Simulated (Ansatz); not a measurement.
Start from `N[SiH2]O[SiH2]N` and change one atom or group to get `N[SiH2][O][SnH3]`.

Ansatz, PBE0-D4/def2-TZVP geometries, multiplicity 1. Each molecule was computed in one conformer, which needn't be the lowest.

Elements past krypton have def2 core potentials.

```tsv
property	`N[SiH2]O[SiH2]N`
LUMO energy (PBE0/def2-TZVPP) / eV	0.63
HOMO energy (PBE0/def2-TZVPP) / eV	-7.63
HOMO–LUMO gap (PBE/def2-TZVPP) / eV	5.99
HOMO–LUMO gap (PBE0/def2-TZVPP) / eV	8.26
HOMO–LUMO gap (ωB97M-V/def2-TZVPP) / eV	12.09
HOMO energy (B3LYP/def2-TZVPP) / eV	-7.37
```

Problem. Give the same properties after the change, and the shifts. (Best estimate.)

Solution. The calculation gave: 
```json
{"property": "LUMO energy (PBE0/def2-TZVPP) / eV", "`N[SiH2][O][SnH3]`": "-0.35", "shift": "-0.98"}
{"property": "HOMO energy (PBE0/def2-TZVPP) / eV", "`N[SiH2][O][SnH3]`": "-7.61", "shift": "0.02"}
{"property": "HOMO–LUMO gap (PBE/def2-TZVPP) / eV", "`N[SiH2][O][SnH3]`": "5.04", "shift": "-0.95"}
{"property": "HOMO–LUMO gap (PBE0/def2-TZVPP) / eV", "`N[SiH2][O][SnH3]`": "7.26", "shift": "-1.00"}
{"property": "HOMO–LUMO gap (ωB97M-V/def2-TZVPP) / eV", "`N[SiH2][O][SnH3]`": "11.10", "shift": "-0.99"}
{"property": "HOMO energy (B3LYP/def2-TZVPP) / eV", "`N[SiH2][O][SnH3]`": "-7.37", "shift": "0.00"}
```

B3LYP here is the variant with VWN-RPA as its local correlation; programs differ in this.
